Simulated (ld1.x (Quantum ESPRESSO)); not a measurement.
How hard is this oxygen (O) PAW potential?

ld1.x (Quantum ESPRESSO) 7.5 input, shortened:

```
&input
   title='O', zed=8., rel=1, dft='PZ', iswitch=3,
   config='[He] 2s2 2p3'
 /
 &inputp
   pseudotype=3, lpaw=.true., tm=.true., lloc=-2, rcloc=1.00,
   nlcc=.false.,
   which_augfun='PSQ', rmatch_augfun=0.50
 /
4
2S  1  0   2.00   0.00  0.60  0.75  0.0
2S  1  0   0.00  -2.55  0.60  0.75  0.0
2P  2  1   3.00   0.00  0.80  1.00  0.0
2P  2  1   0.00  -1.40  0.80  1.00  0.0
 &test
   configts(1)='2s2 2p3'
 /
```

The pseudo-atom Hamiltonian at the reference potential is diagonalised in spherical Bessel functions j_l(qr) that vanish at 20 bohr, with q² up to the cutoff. All-electron valence levels (Ry): 2s -2.8956, 2p -1.8071.

**Question.** How do the lowest levels (Ry) of each channel move with the cutoff, and are there ghosts?

**Answer.**

```csv
cutoff (Ry),s #1,p #1,p #2,d #1,d #2,f #1,Σ f·Δε (mRy)
8,-2.7947,-0.8769,-0.1904,-0.1279,-0.0381,-0.0417,2995.1
15,-2.8375,-1.1957,-0.2219,-0.1282,-0.0385,-0.0417,1953.1
25,-2.8478,-1.5087,-0.2493,-0.1283,-0.0386,-0.0417,993.3
40,-2.8806,-1.7307,-0.2672,-0.1283,-0.0386,-0.0417,262.0
55,-2.8929,-1.7941,-0.2721,-0.1283,-0.0386,-0.0417,47.1
80,-2.8958,-1.8072,-0.2731,-0.1283,-0.0386,-0.0417,2.1
110,-2.8959,-1.8074,-0.2731,-0.1283,-0.0386,-0.0417,1.3
160,-2.8961,-1.8076,-0.2732,-0.1283,-0.0386,-0.0417,0.2
400,-2.8962,-1.8076,-0.2732,-0.1283,-0.0386,-0.0417,0.0
```

Result: no extra level below or beside the all-electron valence levels (s, p, d, f tested); 10 mRy is reached at 70 Ry and 1 mRy at 120 Ry.
